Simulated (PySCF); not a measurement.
Polarisability and C₆ of C(3+) (carbon, charge +3)

[He] 2s1, 2S determinant. Computed with PySCF 2.14 in aug-cc-pVDZ-DK, with the spin-free X2C one-electron Hamiltonian (Gaussian nucleus). Coupled (time-dependent) response in atomic units; α is the mean over directions. A double-zeta set is small for polarisabilities.

```tsv
method	mean α (bohr³)	C₆ (like pair)	S(−4)
UHF	3.564	2.996	38.22
PBE	3.171	2.533	30.06
PBE0	3.258	2.634	31.76
B3LYP	3.216	2.567	31.33
wB97X-V	3.257	2.668	30.87
```

S(−4) is the Cauchy moment in α(ω) = α(0) + S(−4) ω² + …

α(iu) at wB97X-V:

```json
{"u (hartree)": "0", "α(iu) (bohr³)": "3.257"}
{"u (hartree)": "0.0500", "α(iu) (bohr³)": "3.182"}
{"u (hartree)": "0.100", "α(iu) (bohr³)": "2.976"}
{"u (hartree)": "0.200", "α(iu) (bohr³)": "2.370"}
{"u (hartree)": "0.300", "α(iu) (bohr³)": "1.780"}
{"u (hartree)": "0.500", "α(iu) (bohr³)": "1.014"}
{"u (hartree)": "0.750", "α(iu) (bohr³)": "0.5751"}
{"u (hartree)": "1.00", "α(iu) (bohr³)": "0.3717"}
{"u (hartree)": "1.50", "α(iu) (bohr³)": "0.1959"}
{"u (hartree)": "2.00", "α(iu) (bohr³)": "0.1223"}
{"u (hartree)": "3.00", "α(iu) (bohr³)": "0.06170"}
{"u (hartree)": "5.00", "α(iu) (bohr³)": "0.02586"}
```

For an ion, C₆ is the dispersion term alone; charge-induced terms of lower order in 1/R come first.
